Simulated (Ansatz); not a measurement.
Molecule: sum formula H3SiO2, charge 0, multiplicity 2. It need not be the lowest isomer of its formula. 
Geometry from a B3LYP-D3(BJ)/def2-TZVP (Ansatz, a quantum-chemistry and plane-wave program) optimisation:
SMILES: O[SiH]O
```xyz
6

Si    -0.3570    -0.3703     0.0132
O     -0.7098     1.2051    -0.3306
O      1.2669    -0.6419     0.1788
H     -0.9050    -0.7721     1.3409
H     -0.3933     1.9005     0.2563
H      1.8401    -0.4495    -0.5687
```
Charge 0, spin multiplicity 2.

Total electronic energies in hartree. Valence correlation only, unless marked. Open shells are spin-unrestricted. No spin-orbit coupling. Non-relativistic. CBS marks a two-point X^-3 extrapolation of the correlation energy; Hartree-Fock from the larger set (for Q and 5 zeta extrapolated as (X+1)exp(-9√X)). [CCSD(T)-MP2]/basis is that difference in the basis named.

```tsv
level	program	energy (Eh)
HF/6-31G	Ansatz	-440.30364
HF/cc-pwCVTZ	Ansatz	-440.54209
HF/cc-pV(Q+d)Z	Ansatz	-440.55779
revPBE-D3(BJ)/def2-TZVPD	Ansatz + dftd3	-441.76160
B3LYP/def2-TZVPD	Ansatz	-441.88817
PBE0-D3(BJ)/def2-TZVPD	Ansatz + dftd3	?
B2PLYP-D4/def2-TZVPD	Ansatz + dftd4	-441.65039
SCS-MP2/aug-cc-pV(Q+d)Z	Ansatz	-441.19394
CCSD/6-31G*	Ansatz	-440.86442
CCSD(T)/6-31G*	Ansatz	-440.87266
CCSD(T)/aug-cc-pV(D+d)Z	Ansatz	-441.00994
CCSD(T)/cc-pV(D+d)Z	Ansatz	-440.94694
CCSD(T)/cc-pVTZ	Ansatz	-441.15576
RI-MP2/CBS(aug-cc-pV(T+d)Z,aug-cc-pV(Q+d)Z)+[CCSD(T)-MP2]/aug-cc-pV(Q+d)Z	Ansatz	-441.2605
CCSD(T)/CBS(cc-pV(Q+d)Z,cc-pV(5+d)Z)	Ansatz	-441.2619
```

**Question.** What belongs in the gaps?

**Answer.** 
- PBE0-D3(BJ)/def2-TZVPD, energy (Eh): -441.58362
